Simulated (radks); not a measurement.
Spin polarisation of the 3d6 shell in Fe2+. Start: [Ar] 3d(up 3, down 3); electrons of 3d are moved from spin down to spin up, other shells keep equal spins. Method: scalar-relativistic Kohn-Sham, SCAN, spin-polarised, spherical densities, finite nucleus; meta-GGA in the generalised Kohn-Sham scheme; Fermi nuclear charge, rms radius of each element as measured or else 0.836 A^(1/3) + 0.57 fm; computed with a radial shooting solver on a logarithmic mesh with Libxc functionals.

| moment (Bohr magnetons) | E - E(0) (eV) | e(3d up) (eV) | e(3d down) (eV) | 3p down minus up (eV) | 3s down minus up (eV) |
|---|---|---|---|---|---|
| 0 | 0.000 | -25.603 | -25.603 | 0.000 | 0.000 |
| 1 | -0.341 | -26.214 | -24.909 | 1.398 | 1.411 |
| 2 | -1.311 | -26.740 | -24.126 | 2.799 | 2.826 |
| 3 | -2.937 | -27.180 | -23.250 | 4.206 | 4.249 |
| 4 | -5.226 | -27.531 | -22.269 | 5.623 | 5.686 |

At moment 4 the spin-polarisation energy is -5.226 eV and the 3d exchange splitting 5.262 eV, that is 1.316 eV per Bohr magneton; E = -I m^2/4 would give I = 1.307 eV.
